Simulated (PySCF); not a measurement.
## Identify the compound

Molecular formula: C4H8OSi2. Simulated spectra:

¹H NMR (300 MHz, computed): δ 6.36 (d, 1H), 6.08 (br s, 1H), 5.57 (m, 2H), 5.41 (br s, 1H), 5.37 (d, 1H), 4.28 (m, 2H).

¹³C{¹H} NMR (computed): δ 149.2 (CH), 134.9 (C), 134.6 (CH2), 117.4 (CH).

Calculated, not measured (PySCF): NMR shieldings at PBE0/pcSseg-1/GIAO, GFN2-xTB geometry. Non-relativistic, a single conformation, equivalent nuclei averaged, gas phase.

References, each an isolated molecule treated in the same way: ¹H and ¹³C vs TMS.

Task: Which candidate is it?
A. [SiH3]OC1=CC=C[SiH2]1
B. O[SiH]1C=C[SiH2]C=C1
C. C=C1C=CO[SiH2][SiH2]1
D. [SiH3][SiH2]c1ccco1
E. C#C[SiH2]O[SiH2]C=C
F. [SiH3]O[SiH]1C=CC=C1

Result: C. 

Rings plus π bonds: 3 (1 ring in the answer). 4 carbon signals for 4 carbons: no two carbons are equivalent. Carbon types of the structure: 1 × C, 2 × CH, 1 × CH2, leaving 4 H on heteroatoms. δC 149.2: alkene carbon bearing oxygen; an sp2 carbon further deshielded by the attached heteroatom. δC 134.9: fully substituted alkene carbon; an sp2 carbon of a C=C bond. δC 134.6: terminal =CH2 carbon; an sp2 carbon of a C=C bond. δC 117.4: β carbon of an enol-ether or enamine type C=C. δH 6.08, 5.41: hydrogen on a terminal =CH2 carbon; a vinylic proton, deshielded by the sp2 carbon and the C=C anisotropy.

The others: [SiH3]O[SiH]1C=CC=C1 would give 2 carbon signals, not 4; O[SiH]1C=C[SiH2]C=C1 would give 2 carbon signals, not 4; C#C[SiH2]O[SiH2]C=C has carbons computed at 143.1, 142.1, 102.8, 88.8; [SiH3]OC1=CC=C[SiH2]1 would give 5 signals for carbon-bound and other non-exchanging H, not 6; [SiH3][SiH2]c1ccco1 would give 5 signals for carbon-bound and other non-exchanging H, not 6.

Shifts are as computed. Against solution values, carbons near 30 ppm lie about +3 ppm off and those near 130 ppm about +5 ppm. Of 1211 compounds with measured shifts, 218 miss one by over three times the rms of a fit or turn the order of signals round; such compounds aren't used in these exercises. No couplings were computed; multiplicities are counted from neighbouring protons, with m where these are inequivalent, close in shift, in a saturated or five-membered ring or joined by F or P, and br s for small geminal =CH2 splittings.
